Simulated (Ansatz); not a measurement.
Ideal-gas functions of `[O]B(F)F` radical at 800 K and 1 bar, from an Ansatz frequency run at PBE0-D4/def2-TZVP.

Molar mass 64.81 g/mol, point group C2v (symmetry number 2), electronic degeneracy 2, moments of inertia 45.113, 49.978, 95.091 u Å². Harmonic wavenumbers (cm⁻¹, unscaled): 376, 457, 662, 888, 1454, 1457.

Use S(trans) = R[1.5 ln M + 2.5 ln T − 1.1517]; rotational temperatures θ = 24.2544 K / I; S(rot) = R[ln(√π/σ · √(T³/θAθBθC)) + 1.5]; for each mode x = 1.438777 ν̃/T, S = R[x/(eˣ − 1) − ln(1 − e⁻ˣ)] and H = RT x/(eˣ − 1); 1 cm⁻¹ = 0.0119627 kJ/mol; R = 8.31446 J/(mol·K).

**Question.** By hand: the entropy, in J/(mol·K).

**Answer.** Translation 181.4. Rotation: θ = 0.5376, 0.4853, 0.2551 K, giving 106.1. Vibration, mode by mode: 11.72, 10.18, 7.34, 5.25, 2.35, 2.34, in all 39.2. Electronic 5.8. Sum 332.5 J/(mol·K).

**Question.** By hand: H − E and G − E in kJ/mol, counted from the electronic energy.

**Answer.** Zero-point energy ½ × 5294 × 0.0119627 = 31.7; thermal vibration 17.8; translation, rotation and pV give 4 RT = 26.6. H − E = 76.1 kJ/mol, and G − E = 76.1 − 800 × 332.5/1000 = -189.9 kJ/mol.

Vibration gives 12 % of the entropy.
